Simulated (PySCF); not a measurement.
Job for PySCF: R-HF/3-21G on H4 rectangle, a point of a bond scan (R = 1.500 Å).

```python
from pyscf import gto, scf, dft, mp
from pyscf.data.elements import chemcore

mol = gto.M(
    atom='''
    H     0.00000000    0.00000000    0.00000000
    H     0.00000000    0.00000000    1.00000000
    H     1.50000000    0.00000000    0.00000000
    H     1.50000000    0.00000000    1.00000000
    ''',
    basis='3-21g',
    charge=0, spin=0, verbose=3, max_memory=1800)
mf = scf.RHF(mol)
mf.conv_tol = 1e-8
mf.max_cycle = 100
mf.kernel()
if not mf.converged:
    mf = mf.newton().run(mf.mo_coeff, mf.mo_occ)
```

### Question
Give the final energy of this run.

### Answer
-2.1078 hartree.
